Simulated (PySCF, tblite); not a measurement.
Isomers of C6H8FP, one GFN2-xTB conformer each. Single-point energies are computed at PBE0/pcSseg-1 (PySCF, gas phase, no added dispersion term), electronic only.

```csv
SMILES,GFN2-xTB relative energy (kJ/mol)
CCp1cccc1F,0.0
CP1C=CC(F)C=C1,16.4
```

Conformers: `[CH3:1][CH2:2][p:3]1[cH:4][cH:5][cH:6][c:7]1[F:8]` with C1–C2–P3–C4 -45°; `[CH3:1][P:2]1[CH:3]=[CH:4][CH:5]([F:6])[CH:7]=[CH:8]1` with C1–P2–C3–C4 137°, C3–C4–C5–F6 -163°, C4–C5–C7–C8 41°, C1–P2–C8–C7 -137°.

What does PBE0/pcSseg-1 give for the same structures?

```
        SMILES  PBE0/pcSseg-1 E (Eh)  PBE0/pcSseg-1 (kJ/mol)  GFN2-xTB (kJ/mol)  point group
    CCp1cccc1F            -674.04978                     0.0                0.0           C1
CP1C=CC(F)C=C1            -674.04742                     6.2               16.4           Cs
```

Both levels put the same isomer lowest. Neighbours under 10 kJ/mol apart (CCp1cccc1F and CP1C=CC(F)C=C1) can change places with a better method, another conformer or zero-point energy.

Which frontier levels, dipoles and rotational constants go with these structures?

| SMILES | HOMO (eV, PBE0/pcSseg-1) | LUMO (eV) | dipole (D) | A, B, C (MHz) |
| --- | --- | --- | --- | --- |
| CCp1cccc1F | -6.57 | -1.30 | 2.00 | 2101, 1752, 1349 |
| CP1C=CC(F)C=C1 | -6.63 | -0.37 | 1.96 | 4033, 1157, 987.6 |

What happens when harmonic zero-point energies from GFN2-xTB frequencies are added?

| SMILES | ZPE (kJ/mol) | electronic (kJ/mol) | with ZPE (kJ/mol) |
| --- | --- | --- | --- |
| CCp1cccc1F | 319.5 | 0.0 | 0.0 |
| CP1C=CC(F)C=C1 | 316.3 | 6.2 | 3.0 |

The zero-point energies span 3.2 kJ/mol. The order is unchanged.
